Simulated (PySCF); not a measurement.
Two structures of CH₅ClGe, singlet, reached by relaxing down either side of one saddle point (PBE0-D4/def2-TZVP). Energies are electronic, without zero-point energy. Program: PySCF 2.14 with density fitting (its default auxiliary sets; JK sets also for MP2 and CCSD(T)). Basis: def2-TZVPP and def2-QZVPP. Cores are frozen in the correlated methods. Filled d shells of the heavier atoms are correlated. The def2 sets are not built for correlating such inner shells, so the correlated values are less sure here. Extrapolation: Hartree–Fock as exp(−7.88 √X), correlation as X^−2.97. First:

```xyz
8
angstrom
Ge -0.5042 0.0518 0.7289
Cl 0.0159 -1.8763 1.5641
C 0.4891 0.2591 -0.9243
H 1.5590 0.2065 -0.7218
H -0.1203 1.0952 1.7890
H -2.0247 0.0271 0.5101
H 0.2592 1.2250 -1.3784
H 0.2189 -0.5348 -1.6204
```

Second:

Ge1  (-1.110, 0.591, 0.407)
Cl2  (2.146, -1.839, 0.774)
C3  (0.099, 0.344, -0.869)
H4  (1.274, -1.003, 0.269)
H5  (-0.945, 1.652, 1.491)
H6  (-2.324, -0.318, 0.566)
H7  (0.943, 1.014, -0.980)
H8  (-0.045, -0.399, -1.643)
(Å)

**Question.** Which bonds change from the first to the second?

**Answer.** CH₅ClGe ([CH3][GeH2][Cl]) → CH₄Ge ([CH2][GeH2]) + HCl; bonds formed: Cl2–H4; bonds broken: Ge1–Cl2, C3–H4.

**Question.** Give the saddle point's structure and its height above each. (An estimate is asked for; the value comes from the calculation.)

**Answer.** The calculation gives: 75.64 kcal/mol above the first and 10.28 kcal/mol above the second (CCSD(T) at an estimated basis limit (MP2 extrapolated from triple and quadruple zeta, plus CCSD(T) − MP2 in triple zeta)).
Ge1  (-0.845, 0.345, 0.513)
Cl2  (1.489, -1.488, 1.073)
C3  (0.166, 0.323, -0.980)
H4  (1.012, -0.663, -0.055)
H5  (-0.562, 1.290, 1.678)
H6  (-1.915, -0.706, 0.794)
H7  (0.813, 1.165, -1.194)
H8  (-0.158, -0.267, -1.830)
(Å)

The T1 diagnostic stays at or below 0.017. The restricted Hartree–Fock reference is unstable towards an unrestricted one at one or more of these structures.

Labels in which every atom is bracketed show which atoms are joined, not bond orders.

For scale, one of the runs: CCSD(T)/def2-TZVPP, 191 basis functions, launched by `OMP_NUM_THREADS=4 python run.py`. Hardware: 4 CPU threads of an Arm Neoverse V2, shared host. Wall time 8 min; peak host memory 2.4 GiB.
